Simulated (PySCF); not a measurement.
# Radial density of Ne(3+) (neon, charge +3)

HSE06, [He] 2s2 2p3, high-spin 4S determinant. Calculation: PySCF 2.14, in aug-cc-pCVTZ-DK with one added diffuse shell each of s, p, d, f type (8s7p5d3f, 75 functions); the spin-free X2C one-electron Hamiltonian (Gaussian nucleus).

```csv
r (bohr),4πr²ρ (e/bohr),4πr²(ρα − ρβ)
0.00290,0.06799,0.0000
0.00488,0.1831,0.0000
0.00821,0.4726,0.0000
0.0138,1.178,0.0000
0.0232,2.731,0.0006
0.0391,5.601,0.0049
0.0657,9.289,0.0353
0.111,10.90,0.2035
0.186,7.641,0.8261
0.313,4.600,2.3771
0.526,6.220,3.7671
0.885,4.521,2.4687
1.49,0.7856,0.4450
2.50,0.01437,0.0082
```

Densities and radii are taken from the X2C orbitals without a picture-change correction, which distorts them close to the nucleus.
